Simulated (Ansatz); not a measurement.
Stretching the Be1–H2 bond in BeClH (SMILES [BeH][Cl]) (multiplicity 1 held, fragments rigid). Energies count from the point at 1.323 Å.
Geometry at that point (charge 0, multiplicity 1):
```tsv
atom	x (Å)	y (Å)	z (Å)
Be	0.0000	0.0000	-1.3353
H	0.0000	0.0000	-2.6579
Cl	0.0000	0.0000	0.4705
```

Signs of static correlation in aug-cc-pV(T+d)Z, with CASSCF(2,2), from Ansatz (an electronic-structure program) runs.

| R (Å) | T1 of restricted CCSD | ⟨S²⟩ of UHF | largest double amplitude of restricted CCSD | weight of the CASSCF reference in MRCISD | CASSCF natural occupations |
|---|---|---|---|---|---|
| 1.058 | 0.008 | 0.000 | 0.021 | 0.915 | 1.99 0.01 |
| 1.190 | 0.008 | 0.000 | 0.021 | 0.915 | 1.98 0.02 |
| 1.323 | 0.008 | 0.000 | 0.021 | 0.915 | 1.98 0.02 |
| 1.455 | 0.008 | 0.000 | 0.023 | 0.915 | 1.97 0.03 |
| 1.587 | 0.009 | 0.000 | 0.028 | 0.915 | 1.96 0.04 |
| 1.786 | 0.010 | 0.000 | 0.035 | 0.915 | 1.94 0.06 |
| 1.984 | 0.012 | 0.000 | 0.056 | 0.916 | 1.92 0.08 |
| 2.315 | 0.018 | … | 0.092 | 0.916 | 1.84 0.16 |
| 2.645 | 0.028 | 0.771 | 0.232 | 0.917 | 1.73 0.27 |
| 3.042 | 0.047 | 0.914 | 0.416 | 0.918 | 1.55 0.45 |
| 3.571 | … | 0.978 | 0.642 | 0.919 | 1.32 0.68 |
| 4.233 | 0.099 | 0.997 | 0.858 | 0.919 | 1.14 0.86 |

Problem. Some entries are withheld; supply them.

Solution. 
- 2.315, ⟨S²⟩ of UHF: 0.484
- 3.571, T1 of restricted CCSD: 0.074

Doubts at one or more of the structures used: a restricted determinant that unrestricted orbitals would lower (R-CCSD(T)/aug-cc-pV(T+d)Z); other coupled-cluster roots lie near (R-CCSD(T)/aug-cc-pV(T+d)Z); T1 above 0.05 (R-CCSD(T)/aug-cc-pV(T+d)Z, U-CCSD(T)/aug-cc-pV(T+d)Z); a spin-contaminated determinant (U-CCSD(T)/aug-cc-pV(T+d)Z).
